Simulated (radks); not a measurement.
Species: Ti3+. Configuration: [Ne] 3s2 3p4 3d3 (not the ground configuration). Method: non-relativistic Kohn-Sham, PBE, spin-polarised, spherical densities, point nucleus; open shells are filled with parallel spins first; computed with a radial shooting solver on a logarithmic mesh with Libxc functionals.

Normalised radial functions P(r) = r R(r), r in bohr:

r	2p up	2p down	3s up
0.002911	0.0027	0.0027	0.0612
0.003731	0.0044	0.0044	0.0770
0.004743	0.0070	0.0070	0.0957
0.006029	0.0112	0.0112	0.1182
0.007665	0.0177	0.0178	0.1447
0.009822	0.0285	0.0285	0.1764
0.01249	0.0447	0.0447	0.2107
0.01587	0.0696	0.0697	0.2470
0.02018	0.1074	0.1075	0.2825
0.02586	0.1659	0.1661	0.3133
0.03287	0.2489	0.2492	0.3298
0.04179	0.3661	0.3665	0.3233
0.05312	0.5256	0.5263	0.2819
0.06808	0.7401	0.7410	0.1903
0.08654	0.9922	0.9933	0.0481
0.11	1.2703	1.2717	-0.1407
0.1399	1.5372	1.5389	-0.3489
0.1792	1.7408	1.7427	-0.5285
0.2278	1.8008	1.8028	-0.5930
0.2896	1.6791	1.6807	-0.4801
0.3682	1.3799	1.3803	-0.1642
0.4718	0.9584	0.9567	0.3159
0.5998	0.5571	0.5531	0.7849
0.7625	0.2578	0.2538	1.0825
0.9694	0.0897	0.0875	1.0956
1.242	0.0208	0.0201	0.8456
1.579	0.0032	0.0031	0.5051
2.007	0.0003	0.0003	0.2260
2.552	0.0000	0.0000	0.0722
3.27	0.0000	0.0000	0.0144
4.157	0.0000	0.0000	0.0018

2p up: eigenvalue -482.14 eV, 0 radial nodes, <r> = 0.291 bohr, 90 % of the charge inside 0.478 bohr. 2p down: eigenvalue -480.36 eV, 0 radial nodes, <r> = 0.290 bohr, 90 % of the charge inside 0.476 bohr. 3s up: eigenvalue -98.731 eV, 2 radial nodes at r = 0.0925, 0.403 bohr, <r> = 0.991 bohr, 90 % of the charge inside 1.47 bohr.
